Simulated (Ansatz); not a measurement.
A structure relaxed at PBE0-D4/def2-TZVP, charge 0, multiplicity 1:

| atom | x (Å) | y (Å) | z (Å) |
| --- | --- | --- | --- |
| C1 | 2.447 | 1.079 | -1.540 |
| C2 | 1.061 | 0.686 | -2.018 |
| C3 | 0.211 | 1.899 | -2.346 |
| O4 | 0.422 | -0.069 | -1.014 |
| Sn5 | -0.201 | -1.941 | -1.241 |
| O6 | -0.852 | -2.109 | 0.603 |
| C7 | -0.807 | -1.129 | 1.626 |
| C8 | -2.019 | -0.221 | 1.526 |
| C9 | -0.742 | -1.847 | 2.960 |
| H10 | 2.971 | 1.671 | -2.294 |
| H11 | 2.369 | 1.670 | -0.624 |
| H12 | 3.044 | 0.191 | -1.322 |
| H13 | 1.175 | 0.089 | -2.941 |
| H14 | 0.682 | 2.514 | -3.117 |
| H15 | -0.775 | 1.593 | -2.702 |
| H16 | 0.074 | 2.509 | -1.449 |
| H17 | 0.092 | -0.511 | 1.506 |
| H18 | -2.938 | -0.811 | 1.597 |
| H19 | -2.019 | 0.519 | 2.330 |
| H20 | -2.015 | 0.313 | 0.574 |
| H21 | 0.134 | -2.497 | 3.001 |
| H22 | -0.683 | -1.132 | 3.784 |
| H23 | -1.633 | -2.466 | 3.099 |

Task: Give its formula and SMILES.

Result: C6H14O2Sn, `CC(C)[O][Sn][O]C(C)C`.

Task: Point group (tolerance 0.08 Å, 0.16 Å for H)?

Result: C1.

Task: Summarise the bond lengths by kind.

Result: 4 × C–C 1.516 to 1.517 Å; 14 × C–H 1.092 to 1.105 Å; 2 × C–O 1.409 to 1.417 Å; 2 × O–Sn 1.963 to 1.985 Å.

Results of the Gaussian-basis code of Ansatz.
